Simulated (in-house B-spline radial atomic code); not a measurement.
# Ionising Se30+ with different functionals

Computed with a B-spline radial code for spherical atoms: non-relativistic Hamiltonian, point nucleus, spin-polarised at highest spin, spherical fractional occupations for the functionals. The ionisation energy is the difference of two self-consistent energies, [He] 2s2 → [He] 2s1, without Breit or QED terms; ε is the level of the shell that loses the electron (its least bound occupied spin orbital). There is no spin-orbit coupling in this Hamiltonian.

| method | rung | ΔSCF (eV) | -ε(2s) (eV) |
| --- | --- | --- | --- |
| LDA exchange-only | LDA | 3431.9 | 3382.2 |
| BP86 | GGA | 3441.5 | 3390.8 |
| OLYP | GGA | 3440.1 | 3391.2 |
| PBE | GGA | 3441.1 | 3389.9 |
| SCAN | meta-GGA | 3437.0 | 3393.2 |
| TPSSh | global hybrid | 3440.6 | 3397.0 |
| CAM-B3LYP | range-separated hybrid | 3440.1 | 3401.9 |

(1) Among the functionals, which spreads more, the ΔSCF values or the orbital energies?

(2) How do they compare with the NIST value?

Results:

(1) The orbital energies: ΔSCF values span about 9.6 eV and the orbital energies 19.7 eV.

(2) NIST lists 3507 eV ± 3 (semi-empirical, ground level to ground level). Errors run from -75.1 to -65.5 eV. The correlated functionals all miss on the same side by more than they spread, so the cause is common to them (relativity, Breit-QED terms, the near-degeneracy of s² and p², or a listed next ion that isn't the cheapest removal here) and closeness doesn't rank the functionals.
